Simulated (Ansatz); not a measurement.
System: Ag$_{2}$, charge 0, singlet. Ag2 (SMILES [Ag][Ag]).
B3LYP-D3(BJ)/def2-TZVP minimum from Ansatz (a first-principles code):
```
Ag
Ag 1 2.5966
```

Quantity: atomisation energy (electronic, to ground-state atoms), in kcal/mol. Open shells are spin-unrestricted; no spin-orbit coupling. Correlated methods leave the cores frozen (noble-gas shells, and filled d and f shells in the p block). Past Kr the def2 sets carry scalar-relativistic core potentials. CBS(X,Y): correlation extrapolated as X^-3, Hartree-Fock from the larger set. A bracket is a step between two methods taken in the basis named.

CCSD(T)/CBS(def2-TZVPP,def2-QZVPP) + [CCSDT(Q) - CCSD(T)]/def2-TZVPP (Ansatz) gives 37.4 kcal/mol.

### Question
What does PBE/def2-TZVPD (Ansatz) give here, and how do the other levels compare?

### Answer
PBE gives 40.7 kcal/mol, 3.3 kcal/mol above it. Differences of the others: r2SCAN/def2-TZVPD (Ansatz) 2.3; B3LYP/def2-TZVPD (Ansatz) -2.0; PBE0/def2-TZVPD (Ansatz) -2.2; B2PLYP/def2-TZVPD (Ansatz) -2.4; CCSD(T)/CBS(def2-TZVPP,def2-QZVPP) (Ansatz) 0.0 kcal/mol.
